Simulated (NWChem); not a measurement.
Species: BeNH$_{3}$; SMILES [BeH][NH2]

```xyz
5

Be    -0.0010    -0.9433     0.0000
H     -0.0037    -2.2789     0.0000
N     -0.0002     0.5607     0.0000
H     -0.0002     1.1528    -0.8246
H     -0.0002     1.1528     0.8246
```
Atoms are numbered in this order, from 1.

Program: NWChem. Geometry optimised at PBE0/def2-SVP; all other runs use it. Pople sets run with spherical d functions. Vzz has the sign of the potential's second derivative.

```tsv
quantity	level	value
first 1s excitation (eV), N K edge, unshifted	BHandHLYP/6-311G**, TDA	398.8
vertical, lowest excitation, singlet (eV)	PBE/6-31+G*, TDA	5.17
−ε(HOMO) (eV)	BHandHLYP/def2-TZVP	8.68
Vzz N3 (a.u.)	PBE0/6-31G*	-0.704
orbital gap (eV)	PW91/def2-TZVP	5.26
dipole (D)	PBE0/def2-SVP	1.85
highest harmonic frequency (cm⁻¹)	PBE0/def2-SVP	3696
```
